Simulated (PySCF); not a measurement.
A small calculation by hand: oscillator strength and radiative lifetime

In(H)2(Me) (CH5In), SMILES [CH3][InH2].

Geometry optimised at B3LYP-D3(BJ)/def2-TZVP. The def2 effective core potentials stand for the cores of In; spin–orbit coupling is left out.

TDA-CAM-B3LYP/def2-SVPD in PySCF puts the first singlet state with f over 0.02 at 6.87 eV (vertical), with the transition dipole (0.018, -0.438, -0.749) in atomic units.

### Question
Find the oscillator strength, the wavelength and the radiative lifetime that this transition would have in vacuum if emission retraced absorption.

### Answer

|μ|² = 0.7532 au, so |μ| = 2.21 D. ΔE = 6.87/27.211 = 0.2525 hartree. f = (2/3) ΔE |μ|² = 0.127 (the program prints 0.127).
λ = 1239.84/6.87 = 180 nm; ν = 55410 cm⁻¹.
Einstein's coefficient A = 0.6670 ν² f s⁻¹ (ν in cm⁻¹) = 2.6e8 s⁻¹, so τ = 1/A = 3.9 ns. This state is S3; the lower singlets have f = 0.001, 0.000. The figure is the radiative limit of this one transition; relaxation, internal conversion, crossing to triplets and a medium change what is measured.
